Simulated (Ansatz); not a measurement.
A structure relaxed at PBE0-D4/def2-TZVP, charge 0, multiplicity 1:

```xyz
9

C    -2.055   -1.334    0.882
C    -1.294   -0.444    0.598
Si   -0.158    0.916    0.179
C     1.327    0.248   -0.637
C     2.316   -0.180   -1.177
H    -2.727   -2.124    1.131
H    -0.840    1.857   -0.740
H     0.241    1.621    1.419
H     3.189   -0.561   -1.655
```

(1) Give its formula and SMILES.

(2) Point group (tolerance 0.08 Å, 0.16 Å for H)?

(3) Summarise the bond lengths by kind.

Answers

(1) C4H4Si, `C#C[SiH2]C#C`.

(2) C2v.

(3) 2 × C–C 1.205 Å; 2 × C–H 1.066 Å; 2 × C–Si 1.821 Å; 2 × H–Si 1.481 Å.

Computed with Ansatz.
